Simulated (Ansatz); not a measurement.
Reaction: BP2H5 (SMILES PBP) → BP2H4 (SMILES [PH]BP, doublet) + H (doublet) (the H-P bond breaks)
Each species at its own B3LYP-D3(BJ)/def2-TZVP minimum (Ansatz, a program for electronic structure).

Wanted: bond dissociation energy (electronic), in kcal/mol. UHF or UKS for unpaired electrons; spin-orbit terms are left out. CBS(X,Y): correlation extrapolated as X^-3, Hartree-Fock from the larger set. A bracket is a step between two methods taken in the basis named. The functionals are non-relativistic, so their misses hold any scalar relativity. 'core' is core correlation in cc-pwCVTZ (1s frozen past Ne), 'X2C' scalar relativity in cc-pVTZ-DK, both at CCSD(T). Where a partner has so few electrons that a lower coupled-cluster level is exact, that level stands in.

CCSD(T)/CBS(cc-pV(T+d)Z,cc-pV(Q+d)Z) + [CCSDT(Q) - CCSD(T)]/cc-pV(D+d)Z + core + X2C (Ansatz) gives 87.2 kcal/mol.

**Question.** How far off this value is PBE/def2-TZVPD (Ansatz), in which direction, and which of these levels come nearer: r2SCAN/def2-TZVPD, PBE0/def2-TZVPD, CCSD(T)/CBS(cc-pV(T+d)Z,cc-pV(Q+d)Z) + core + X2C?

**Answer.** PBE gives 82.3 kcal/mol, 4.9 kcal/mol below it. Differences of the others: r2SCAN/def2-TZVPD (Ansatz) -3.9; PBE0/def2-TZVPD (Ansatz) -3.8; CCSD(T)/CBS(cc-pV(T+d)Z,cc-pV(Q+d)Z) + core + X2C (Ansatz) 0.2 kcal/mol. Nearer than PBE: r2SCAN/def2-TZVPD, PBE0/def2-TZVPD, CCSD(T)/CBS(cc-pV(T+d)Z,cc-pV(Q+d)Z) + core + X2C.
